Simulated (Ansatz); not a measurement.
BeH2⁺. Total charge 1; doublet. Geometry PBE-D4/def2-TZVP, that of the neutral singlet; atoms count from 1.

```xyz
3

Be    0.0000    0.0000    0.0000
H    -0.4309    1.2671   -0.1028
H     0.4309   -1.2671    0.1028
```

Question: Estimate the Mulliken populations from the PBE0/def2-TZVP orbitals of Ansatz.

Answer: 
```csv
atom,charge (e),spin (α − β)
Be1,0.50,0.32
H2,0.25,0.34
H3,0.25,0.34
```
Mulliken values depend strongly on the basis.

Question: Where does the spin sit?

Answer: Summed by element: Be 0.32, H 0.68, of 1 unpaired in all. Largest on single atoms: H2 0.34, H3 0.34, Be1 0.32.
